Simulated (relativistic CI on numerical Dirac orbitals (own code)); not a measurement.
Tc2+: 4d valence photoemission

Computed with this model: Dirac-Coulomb-Breit CI, KLI orbitals optimised for each configuration, QED by a radiative potential, multiplet model of photoemission in the sudden approximation, unscaled Slater integrals; configurations [Kr] 4d5 → [Kr] 4d4; 80 K; Lorentzian 0.42 eV and Gaussian 0.5 eV FWHM. Energies are those of the free ion, without screening or charge transfer. The energies are binding energies and can lie tens of eV above those of solids. S is read from ⟨S²⟩ = S(S + 1).

Field parameters in Wybourne normalisation: D3d B²₀ = −7Dσ, B⁴₀ = −14Dq − 21Dτ, B⁴₃ = −14√(10/7) Dq; Oh B⁴₀ = 21Dq, B⁴₄ = √(5/14) B⁴₀; Td as Oh with Dq negative (B⁴₀ = 21Dq, B⁴₄ = √(5/14) B⁴₀). The field is a parameter set, without covalency.

free ion: ground-state S = 2.50, centroid 28.84 eV. Peaks (eV, height): 28.8 (100).

Td, 10Dq = -11600 cm⁻¹: ground-state S = 2.49, centroid 28.84 eV. Peaks (eV, height): 28.3 (100), 29.7 (70).

D3d, 10Dq = 14500, Dσ = 40, Dτ = 420 cm⁻¹: ground-state S = 2.49, centroid 28.84 eV. Peaks (eV, height): 27.6 (79), 29.6 (100).

D3d, 10Dq = 20150, Dσ = 830, Dτ = -380 cm⁻¹: ground-state S = 2.47, centroid 28.83 eV. Peaks (eV, height): 27.4 (72), 29.8 (100).

Oh, 10Dq = 32850 cm⁻¹: ground-state S = 0.51, centroid 28.67 eV. Peaks (eV, height): 28.0 (100), 29.4 (49), 30.8 (10).

D3d, 10Dq = 30550, Dσ = -70, Dτ = 240 cm⁻¹: ground-state S = 0.51, centroid 28.62 eV. Peaks (eV, height): 27.9 (100), 29.3 (51), 30.8 (9).

Strongest unbroadened transitions for D3d, 10Dq = 14500, Dσ = 40, Dτ = 420 cm⁻¹:

```
Energy (eV)  Relative strength
      27.57               27.6
      27.59               70.0
      27.62               35.5
      27.63               64.9
      27.64               63.6
      27.65               43.9
      27.66               29.5
      29.41               21.1
      29.44               37.3
      29.48               81.0
      29.50               53.6
      29.53               29.5
      29.54               28.3
      29.56               70.4
      29.81               13.8
      29.82               16.2
      29.88              100.0
      29.89               19.9
```
